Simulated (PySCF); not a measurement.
## Electron correlation in S³⁺ (sulfur, charge +3)

[Ne] 3s2 3p1, 2P determinant. Calculation: PySCF 2.14, in ANO-RCC-VTZP (5s4p2d1f, 34 functions); the spin-free X2C one-electron Hamiltonian (Gaussian nucleus). Frozen: [Ne]; 3 electrons correlated.

MP2 pair energies summed by pair of shells (mhartree):

```json
{"pair": "3s-3s", "energy": "-26.88", "share (%)": "54.6"}
{"pair": "3s-3p", "energy": "-22.36", "share (%)": "45.4"}
```

Total MP2 correlation energy: -49.24 mhartree.

Same-spin part -3.07 and opposite-spin part -46.17 mhartree; SCS-MP2 scales them by 1/3 and 6/5 to -56.43 mhartree.
